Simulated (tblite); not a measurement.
Isomers of C10H15N. Method: GFN2-xTB as coded in tblite; computed harmonic values from a numerical Hessian at the method's own geometry, unscaled. This tight-binding method is rough: wavenumbers can miss measured ones by several per cent, in bad cases by 10 to 20. One conformer each.

Electronic energies: GFN2-xTB at the same geometries; isomer energies are rough at this level and their order can be wrong.

| SMILES | electronic energy, lowest = 0 (kJ/mol) |
| --- | --- |
| CCC(CC)c1ccncc1 | 0.0 |
| CN(C)C1=CC=CC12CCC2 | 111.5 |
| Cc1cccc(C)c1N(C)C | 15.2 |

Question: How do GFN2-xTB zero-point energies change the relative energies?

Answer: 
```
             SMILES  ZPE (kJ/mol)  of it from modes above 1550 cm⁻¹  electronic (kJ/mol)  with ZPE, lowest = 0 (kJ/mol)  lowest mode (cm⁻¹)  rings
    CCC(CC)c1ccncc1         592.6                             289.8                  0.0                            0.0                  41      1
  Cc1cccc(C)c1N(C)C         586.0                             288.5                 15.2                            8.6                  75      1
CN(C)C1=CC=CC12CCC2         591.8                             290.4                111.5                          110.7                  64      2
```

The zero-point energies span 6.6 kJ/mol, from `Cc1cccc(C)c1N(C)C` to `CCC(CC)c1ccncc1`. The order is unchanged.

Question: What do entropy and thermal enthalpy add at 298.15 K and 1 bar (rigid rotor, harmonic oscillator, one conformer each)?

Answer: 
```csv
SMILES,point group,symmetry number,S (J/(mol K)),H − H(0) (kJ/mol),ZPE + H − H(0) − TS (kJ/mol)
CCC(CC)c1ccncc1,Cs,1,442.9,32.66,493.3
Cc1cccc(C)c1N(C)C,C1,1,441.2,34.21,488.7
CN(C)C1=CC=CC12CCC2,C1,1,424.2,31.32,496.7
```
